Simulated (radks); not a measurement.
Ionisation of neutral niobium, [Kr] 4d4 5s1, to [Kr] 4d4 as the strength of local exchange is varied. Calculated with a radial shooting solver on a logarithmic mesh with Libxc functionals: scalar-relativistic Kohn-Sham, Slater X-alpha exchange (alpha = 2/3 is LDA exchange), no correlation, spin-polarised, spherical densities, point nucleus; open shells are filled with parallel spins first (spin-orbit coupling, left out, can overturn this in heavy ions).

| alpha | E(Nb) (hartree) | exchange (hartree) | IE (eV) | -e of the level emptied (eV) | <r> of it (bohr) |
|---|---|---|---|---|---|
| 0.598 | -3800.50191 | -99.15860 | 6.565 | 3.890 (5s) | 3.698 |
| 0.651 | -3809.31381 | -108.19878 | 6.864 | 4.165 (5s) | 3.644 |
| 0.667 | -3811.97805 | -110.93588 | 6.956 | 4.251 (5s) | 3.628 |
| 0.836 | -3840.23314 | -140.07252 | 7.963 | 5.209 (5s) | 3.459 |
| 0.851 | -3842.75104 | -142.67850 | 8.055 | 5.299 (5s) | 3.445 |
| 0.892 | -3849.64167 | -149.81804 | 8.311 | 5.549 (5s) | 3.406 |
| 0.898 | -3850.65109 | -150.86487 | 8.349 | 5.585 (5s) | 3.400 |

NIST Atomic Spectra Database: 6.759 eV (measured). The Delta-SCF value meets it near alpha = 0.63. Open shells are spherical and high-spin; term and fine-structure splittings are not resolved.
